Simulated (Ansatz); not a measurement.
Born–Oppenheimer molecular dynamics of BrCl₃FHZr (7 atoms, charge 0, multiplicity 1). It starts at the highest image of a converged band. Of that band: Beside the main top the profile has a ripple of under 15 meV (maxima at images 3, 6), which may be a very shallow well or noise. A vibrational analysis at the climbing image gives one clearly imaginary mode, 214i cm⁻¹: a first-order saddle point.

The calculation used RKS PBE0/def2-SVP (Ansatz).

* ensemble: NVE (velocity Verlet)
* time step: 0.5 fs
* steps asked: 200
* starting velocities drawn for: 300 K
* seed: 4093

First frame:

```xyz
7
Properties=species:S:1:pos:R:3
Zr -0.394 0.000 0.021
Cl 0.042 0.000 2.585
F 1.487 0.000 -0.058
Cl -0.872 1.905 -1.216
Cl -0.872 -1.905 -1.216
Br -2.845 0.000 1.328
H -1.488 0.000 2.374
```

(1) How far do the bonds stretch over the last three quarters of this one trajectory? (Pairs bonded in most of those frames.)

Answers

(1) 
```json
{"bond": "Zr1–Cl2", "mean (Å)": "2.627", "spread (Å)": "0.038", "shortest": "2.58", "longest": "2.68"}
{"bond": "Zr1–F3", "mean (Å)": "1.895", "spread (Å)": "0.031", "shortest": "1.84", "longest": "1.94"}
{"bond": "Zr1–Cl4", "mean (Å)": "2.317", "spread (Å)": "0.013", "shortest": "2.30", "longest": "2.34"}
{"bond": "Zr1–Cl5", "mean (Å)": "2.338", "spread (Å)": "0.037", "shortest": "2.27", "longest": "2.39"}
{"bond": "Zr1–Br6", "mean (Å)": "2.785", "spread (Å)": "0.014", "shortest": "2.76", "longest": "2.80"}
{"bond": "Cl2–H7", "mean (Å)": "1.491", "spread (Å)": "0.111", "shortest": "1.30", "longest": "1.65"}
{"bond": "Br6–H7", "mean (Å)": "1.839", "spread (Å)": "0.206", "shortest": "1.55", "longest": "2.22"}
```

Pairs bonded in part of these frames only: Zr1–H7 19 %, Br6–H7 70 %.

Mean temperature of the second half: 181 K. The conserved energy stayed within 0.031 meV per atom of its start (net change 0.013 meV per atom), so the integration is sound. A run of 0.1 ps of so small a system gives no equilibrium averages. The orbitals stay closed-shell, which can raise the energy where a bond breaks towards radicals; this wasn't checked here.

Run time: 10 min on 4 threads of Arm Neoverse V2, on a shared host, peak memory 0.43 GiB.
